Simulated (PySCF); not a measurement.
Compound: C3H8ClNSi2.
Structure used (GFN2-xTB), in Å, numbered top down from 1:
```xyz
15
C3H8ClNSi2 angstrom
N      2.1340    0.9330   -2.1705
C      2.0117    0.9854   -1.0321
Si     1.7555    0.9788    0.8196
Si     0.2272   -0.7063    1.2678
C     -0.8458   -1.0596   -0.2795
C     -1.9617   -0.0535   -0.4540
Cl    -1.3239    1.6149   -0.3907
H      1.3814    2.3552    1.1494
H      3.1015    0.7241    1.3525
H     -0.6882   -0.3949    2.3736
H      0.8781   -1.9811    1.6050
H     -0.2153   -1.0553   -1.1704
H     -1.3002   -2.0495   -0.2206
H     -2.4654   -0.1540   -1.4162
H     -2.6934   -0.1291    0.3502
```

Mulliken charges (e) from the PBE0/pcSseg-1 density (PySCF), one withheld:

```json
{"atom": "N1", "bonded to": "C2", "charge": "-0.2116"}
{"atom": "C2", "bonded to": "N1 Si3", "charge": "-0.1872"}
{"atom": "Si3", "bonded to": "C2 Si4 H8 H9", "charge": "+0.3926"}
{"atom": "Si4", "bonded to": "Si3 C5 H10 H11", "charge": "+0.3185"}
{"atom": "C5", "bonded to": "Si4 C6 H12 H13", "charge": "?"}
{"atom": "C6", "bonded to": "C5 Cl7 H14 H15", "charge": "-0.1843"}
{"atom": "Cl7", "bonded to": "C6", "charge": "-0.1578"}
{"atom": "H8", "bonded to": "Si3", "charge": "-0.0118"}
{"atom": "H9", "bonded to": "Si3", "charge": "-0.0312"}
{"atom": "H10", "bonded to": "Si4", "charge": "-0.0298"}
{"atom": "H11", "bonded to": "Si4", "charge": "-0.0409"}
{"atom": "H12", "bonded to": "C5", "charge": "+0.1792"}
{"atom": "H13", "bonded to": "C5", "charge": "+0.1604"}
{"atom": "H14", "bonded to": "C6", "charge": "+0.1724"}
{"atom": "H15", "bonded to": "C6", "charge": "+0.1665"}
```

**Question.** What is the charge on C5?

**Answer.** The charges add up to the total charge, 0. The others sum to +0.5350, which leaves -0.5350 e for C5 (sp3 carbon bound to silicon); the computed value is -0.5349, the difference coming from rounding.

**Question.** Add each hydrogen's charge to the atom that carries it.

**Answer.** Si3 +0.3496, Si4 +0.2478, C5 -0.1953, C6 +0.1546. Atoms without hydrogen keep their charges.

**Question.** Across which bond do the charges differ most?

**Answer.** Si4–C5: +0.3185 on Si4 against -0.5349 on C5, a difference of 0.8534 e. The lower charge is on the more electronegative element of the two (Pauling values: C 2.55, Si 1.90).

**Question.** Take the bonds between elements whose Pauling electronegativities differ by more than 0.25. In how many does the more electronegative atom carry the lower charge?

**Answer.** In 11 of 12; it doesn't in C6–Cl7.

**Question.** How much positive and how much negative charge does this set hold in all?

**Answer.** +1.3896 e on 6 atoms and -1.3895 e on 9.

The Mulliken scheme gives each basis function's population to the atom it is centred on and halves the overlap population of two atoms between them. The structure is a single GFN2-xTB conformer in the gas phase; no vibrational or solvent corrections.

These values come from a run that also computed NMR shieldings. On one thread of an Arm Neoverse V1, no GPU (shared host), this took 41 s wall (grids of density and orbitals included) and 0.82 GiB of memory at its peak.
